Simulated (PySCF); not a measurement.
C3H4BNO2, SMILES O=C1CB(C=N1)O. Heavy atoms are numbered as in [O:1]=[C:2]1[CH2:3][B:4]([OH:5])[CH:6]=[N:7]1. Hydrogens are named by the atom that carries them.

The structure is a stationary point at PBE0-D3(BJ)/def2-SVP. This is a generated structure with no PubChem entry under its InChIKey; it may be hypothetical. The values are those of a single conformer.

These are B3LYP/pcSseg-1 (PySCF) values and carry that method's errors.

GIAO shieldings, no solvent; atoms alike by connectivity are averaged. δ = σ(ref) − σ: ¹⁷O against H2O (σ = 333.8 ppm); ¹³C against TMS (σ = 181.3 ppm); ¹¹B against BF3 (σ = 86.3 ppm); ¹⁵N against NH3 (σ = 265.5 ppm); ¹H against TMS (σ = 31.68 ppm), references at their B3LYP-D3(BJ)/def2-TZVP geometries, non-relativistic.

```csv
nucleus,atoms,count,δ (ppm)
¹⁷O,O1,1,643.7
¹⁷O,O5 (OH),1,159.2
¹³C,C6 (CH),1,205.4
¹³C,C2,1,197.8
¹³C,C3 (CH2),1,22.7
¹¹B,B4,1,36.0
¹⁵N,N7,1,513.8
¹H,H on C6,1,9.52
¹H,H on O5,1,5.71
¹H,H on C3,2,1.80
```
